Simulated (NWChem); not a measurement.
System: TeBrF; SMILES Br[Te]F

Here is an NWChem input.

```
start job
memory heap 200 mb stack 900 mb global 1100 mb
geometry units angstroms
  Te     0.254586     0.839407     0.000000
  F     -1.619398     1.328886     0.000000
  Br     0.002089    -1.637605     0.000000
end
basis spherical
  * library def2-svp
end
ecp
  Te library def2-ecp
end
dft
  xc xpbe96 cpbe96
  iterations 150
end
driver
  maxiter 120
end
task dft optimize
dft
  grid fine
  convergence energy 1d-8 density 1d-7
end
task dft freq numerical
```

Parts of the log:

```
             Northwest Computational Chemistry Package (NWChem) 7.3.0
             --------------------------------------------------------

 CS  symmetry detected

                             Geometry "geometry" -> ""
                             -------------------------

 Output coordinates in angstroms (scale by  1.889725989 to convert to a.u.)

  No.       Tag          Charge          X              Y              Z
 ---- ---------------- ---------- -------------- -------------- --------------
    1 Te                  52.0000     0.30825882     0.84346591     0.00000000
    2 F                    9.0000    -1.54028948     1.42163102     0.00000000
    3 Br                  35.0000    -0.06191010    -1.61871161     0.00000000

 Effective nuclear repulsion energy (a.u.)     563.9825688082

      Symmetry information
      --------------------

 Group name             Cs
 Group number              2
 Group order               2
 No. of unique centers     3

                                Z-matrix (autoz)
                                --------

 Units are Angstrom for bonds and degrees for angles

      Type          Name      I     J     K     L     M      Value
      ----------- --------  ----- ----- ----- ----- ----- ----------
    1 Stretch                  1     2                       1.93685
    2 Stretch                  1     3                       2.48985
    3 Bend                     2     1     3                98.81803

                           NWChem Geometry Optimization
                           ----------------------------

 maximum gradient threshold         (gmax) =   0.000450
 rms gradient threshold             (grms) =   0.000300
 maximum cartesian step threshold   (xmax) =   0.001800
 rms cartesian step threshold       (xrms) =   0.001200
 fixed trust radius                (trust) =   0.300000
 source of zmatrix                         =   autoz

          -------------------
          Energy Minimization
          -------------------

 Using diagonal initial Hessian
 Scaling for Hessian diagonals: bonds = 1.00  angles = 0.25  torsions = 0.10

          --------
          Step   0

                                 NWChem DFT Module
                                 -----------------

 Summary of "ao basis" -> "ao basis" (spherical)
 ------------------------------------------------------------------------------
       Tag                 Description            Shells   Functions and Types
 ---------------- ------------------------------  ------  ---------------------
 Te                         def2-svp                10       26   4s4p2d
 F                          def2-svp                 6       14   3s2p1d
 Br                         def2-svp                12       32   5s4p3d

      Symmetry analysis of basis
      --------------------------

        a'         50
        a"         22

            General Information
            -------------------
          SCF calculation type: DFT
          Wavefunction type:  closed shell.
          No. of atoms     :     3
          No. of electrons :    68
           Alpha electrons :    34
            Beta electrons :    34
          Charge           :     0
          Spin multiplicity:     1
          Use of symmetry is: on ; symmetry adaption is: on
          Maximum number of iterations: 150
          AO basis - number of functions:    72
                     number of shells:    28
          Convergence on energy requested:  1.00D-06
          Convergence on density requested:  1.00D-05
          Convergence on gradient requested:  5.00D-04

              XC Information
              --------------
          PerdewBurkeErnzerhof Exchange Functional  1.000
            Perdew 1991 LDA Correlation Functional  1.000 local
           PerdewBurkeErnz. Correlation Functional  1.000 non-local

             Grid Information
             ----------------
          Grid used for XC integration:  medium
          Radial quadrature: Mura-Knowles
          Angular quadrature: Lebedev.
          Tag              B.-S. Rad. Rad. Pts. Rad. Cut. Ang. Pts.
          ---              ---------- --------- --------- ---------
          Te                  1.40      123           8.0       590
          F                   0.50       49           9.0       434
          Br                  1.15      112           9.0       590
          Grid pruning is: on
          Number of quadrature shells:   284
          Spatial weights used:  Erf1

      Superposition of Atomic Density Guess
      -------------------------------------

 Sum of atomic energies:       -2982.60203829

      Non-variational initial energy
      ------------------------------

 Total energy =   -2938.416792
 1-e energy   =   -4760.730461
 2-e energy   =    1535.464495
 HOMO         =      -0.206537
 LUMO         =      -0.072646

      Symmetry analysis of molecular orbitals - initial
      -------------------------------------------------

  Numbering of irreducible representations:

     1 a'          2 a"

  Orbital symmetries:

     1 a'          2 a'          3 a'          4 a'          5 a"
     6 a'          7 a'          8 a'          9 a'         10 a"
    11 a'         12 a'         13 a'         14 a"         15 a'
    16 a'         17 a"         18 a'         19 a"         20 a'
    21 a'         22 a'         23 a"         24 a"         25 a'
    26 a'         27 a'         28 a'         29 a"         30 a'
    31 a'         32 a"         33 a'         34 a"         35 a'
    36 a'         37 a'         38 a'         39 a"         40 a'
    41 a"         42 a'         43 a'         44 a"

   convergence    iter        energy       DeltaE   RMS-Dens  Diis-err
 ---------------- ----- ----------------- --------- --------- ---------
 d= 0,ls=0.0,diis     1  -2941.0539010049 -3.23D+03  3.57D-02  7.43D-01
 d= 0,ls=0.0,diis     2  -2940.0934903325  9.60D-01  2.59D-02  1.01D+01
 d= 0,ls=0.0,diis     3  -2941.1092746865 -1.02D+00  1.12D-02  2.54D-01
 d= 0,ls=0.0,diis     4  -2941.1276319634 -1.84D-02  5.57D-03  1.17D-01
 d= 0,ls=0.0,diis     5  -2941.1466113622 -1.90D-02  1.10D-03  4.26D-03
  Resetting Diis
 d= 0,ls=0.0,diis     6  -2941.1473124338 -7.01D-04  1.75D-04  1.82D-04
 d= 0,ls=0.0,diis     7  -2941.1473362316 -2.38D-05  1.32D-04  1.40D-05
 d= 0,ls=0.0,diis     8  -2941.1473303160  5.92D-06  9.79D-05  4.75D-05
 d= 0,ls=0.0,diis     9  -2941.1473384069 -8.09D-06  1.50D-05  2.39D-06
 d= 0,ls=0.0,diis    10  -2941.1473386362 -2.29D-07  5.12D-06  1.73D-07

         Total DFT energy =    -2941.147338636250
      One electron energy =    -4760.108757488468
           Coulomb energy =     1654.203958897905
    Exchange-Corr. energy =     -122.091714884170
 Nuclear repulsion energy =      286.849174838484

 Numeric. integr. density =       67.999991987919

                  Occupations of the irreducible representations
                  ----------------------------------------------

                     irrep           alpha         beta
                     --------     --------     --------
                     a'               24.0         24.0
                     a"               10.0         10.0

                       DFT Final Molecular Orbital Analysis
                       ------------------------------------

 Vector   32  Occ=2.000000D+00  E=-2.851178D-01  Symmetry=a"
              MO Center= -1.2D-01, -1.1D+00, -8.4D-14, r^2= 2.5D+00
   Bfn.  Coefficient  Atom+Function         Bfn.  Coefficient  Atom+Function
  ----- ------------  ---------------      ----- ------------  ---------------
    57      0.534453  3 Br pz                54      0.483812  3 Br pz
    51     -0.321715  3 Br pz                32      0.195470  2 F  pz
    13      0.180377  1 Te pz                35     -0.142419  2 F  pz
    16      0.134810  1 Te pz                48      0.104654  3 Br pz
    10     -0.070417  1 Te pz                 7     -0.055121  1 Te pz

 Vector   33  Occ=2.000000D+00  E=-2.825178D-01  Symmetry=a'
              MO Center= -1.1D-01, -1.4D+00,  7.1D-16, r^2= 2.1D+00
   Bfn.  Coefficient  Atom+Function         Bfn.  Coefficient  Atom+Function
  ----- ------------  ---------------      ----- ------------  ---------------
    55      0.568549  3 Br px                52      0.515526  3 Br px
    49     -0.341707  3 Br px                31      0.118696  2 F  py
    46      0.111129  3 Br px                30     -0.110295  2 F  px
    34     -0.085409  2 F  py                33      0.084113  2 F  px
    56     -0.075199  3 Br py                 3     -0.074328  1 Te s

 Vector   34  Occ=2.000000D+00  E=-1.943510D-01  Symmetry=a"
              MO Center=  1.5D-01,  5.1D-01, -1.3D-14, r^2= 3.2D+00
   Bfn.  Coefficient  Atom+Function         Bfn.  Coefficient  Atom+Function
  ----- ------------  ---------------      ----- ------------  ---------------
    13      0.579420  1 Te pz                16      0.484489  1 Te pz
    57     -0.293079  3 Br pz                54     -0.240649  3 Br pz
    32      0.230386  2 F  pz                10     -0.218397  1 Te pz
    35     -0.177695  2 F  pz                 7     -0.169720  1 Te pz
    51      0.156778  3 Br pz                48     -0.050853  3 Br pz

[...]

      ----------------------
      Optimization converged
      ----------------------

  Step       Energy      Delta E   Gmax     Grms     Xrms     Xmax
  ---- ---------------- -------- -------- -------- -------- --------
@    4   -2941.14789357 -1.8D-07  0.00006  0.00004  0.00083  0.00170
                                     ok       ok       ok       ok

                                Z-matrix (autoz)
                                --------

 Units are Angstrom for bonds and degrees for angles

      Type          Name      I     J     K     L     M      Value     Gradient
      ----------- --------  ----- ----- ----- ----- ----- ---------- ----------
    1 Stretch                  1     2                       1.96344   -0.00006
    2 Stretch                  1     3                       2.51866   -0.00003
    3 Bend                     2     1     3               100.37901    0.00004

                         Geometry "geometry" -> "geometry"
                         ---------------------------------

 Output coordinates in angstroms (scale by  1.889725989 to convert to a.u.)

  No.       Tag          Charge          X              Y              Z
 ---- ---------------- ---------- -------------- -------------- --------------
    1 Te                  52.0000     0.30631344     0.84085380     0.00000000
    2 F                    9.0000    -1.55728057     1.45900021     0.00000000
    3 Br                  35.0000    -0.04297363    -1.65346869     0.00000000

 Effective nuclear repulsion energy (a.u.)     556.6787678180

      Symmetry information
      --------------------

 Group name             Cs
 Group number              2
 Group order               2
 No. of unique centers     3

                Final and change from initial internal coordinates
                --------------------------------------------------

                                Z-matrix (autoz)
                                --------

 Units are Angstrom for bonds and degrees for angles

      Type          Name      I     J     K     L     M      Value       Change
      ----------- --------  ----- ----- ----- ----- ----- ---------- ----------
    1 Stretch                  1     2                       1.96344    0.02658
    2 Stretch                  1     3                       2.51866    0.02881
    3 Bend                     2     1     3               100.37901    1.56098

 ==============================================================================
                                internuclear distances
 ------------------------------------------------------------------------------
       center one      |      center two      | atomic units |  angstroms
 ------------------------------------------------------------------------------
    2 F                |   1 Te               |     3.71036  |     1.96344
    3 Br               |   1 Te               |     4.75958  |     2.51866
 ------------------------------------------------------------------------------
                         number of included internuclear distances:          2
 ==============================================================================

[second-derivative integrals and response iterations left out]

  Vibrational analysis via the FX method

  See chapter 2 in "Molecular Vibrations" by Wilson, Decius and Cross

  Vib: Default input used

 ---------------------------- Atom information ----------------------------
     atom    #        X              Y              Z            mass
 --------------------------------------------------------------------------
    Te       1  5.7884847D-01  1.5889833D+00  0.0000000D+00  1.2990670D+02
    F        2 -2.9428336D+00  2.7571106D+00  0.0000000D+00  1.8998400D+01
    Br       3 -8.1208380D-02 -3.1246028D+00  0.0000000D+00  7.9916500D+01
 --------------------------------------------------------------------------

[unprojected Hessian and modes left out]

        Vibrational analysis via the FX method
  --- with translations and rotations projected out ---
  --- via the Eckart algorithm                      ---
 Projected Nuclear Hessian trans-rot subspace norm:2.9383D-34
                         (should be close to zero!)

[projected Hessian left out]

 Rotational Constants
 --------------------
 A=   0.289901 cm-1  (  0.417094 K)
 B=   0.048064 cm-1  (  0.069152 K)
 C=   0.041228 cm-1  (  0.059317 K)

 Temperature                      =   298.15K
 frequency scaling parameter      =   1.0000

 Zero-Point correction to Energy  =    1.399 kcal/mol  (  0.002229 au)
 Thermal correction to Energy     =    4.004 kcal/mol  (  0.006380 au)
 Thermal correction to Enthalpy   =    4.596 kcal/mol  (  0.007324 au)

 Total Entropy                    =   74.672 cal/mol-K
   - Translational                =   42.167 cal/mol-K (mol. weight = 228.8216)
   - Rotational                   =   27.419 cal/mol-K (symmetry #  =        1)
   - Vibrational                  =    5.086 cal/mol-K

 Cv (constant volume heat capacity) =   10.681 cal/mol-K
   - Translational                  =    2.979 cal/mol-K
   - Rotational                     =    2.979 cal/mol-K
   - Vibrational                    =    4.722 cal/mol-K

[normal modes left out]

 ----------------------------------------------------------------------------
 Normal Eigenvalue ||           Projected Infra Red Intensities
  Mode   [cm**-1]  || [atomic units] [(debye/angs)**2] [(KM/mol)] [arbitrary]
 ------ ---------- || -------------- ----------------- ---------- -----------
    1       -0.000 ||    0.000201           0.005         0.196       0.265
    2       -0.000 ||    0.000006           0.000         0.006       0.008
    3       -0.000 ||    0.000326           0.008         0.317       0.428
    4        0.000 ||    0.000815           0.019         0.794       1.070
    5        0.000 ||    0.002614           0.060         2.548       3.433
    6        0.000 ||    0.000132           0.003         0.128       0.173
    7      131.402 ||    0.002851           0.066         2.780       3.745
    8      254.112 ||    0.015267           0.352        14.883      20.053
    9      593.269 ||    0.046307           1.068        45.142      60.826
 ----------------------------------------------------------------------------
```

Level: PBE/def2-SVP with def2 effective core potentials on Te. This build's default masses of Se (78.918 u) and Br (79.917 u) are each other's, which moves their modes by up to 0.6 %. def2 effective core potentials on Te; no spin-orbit coupling.
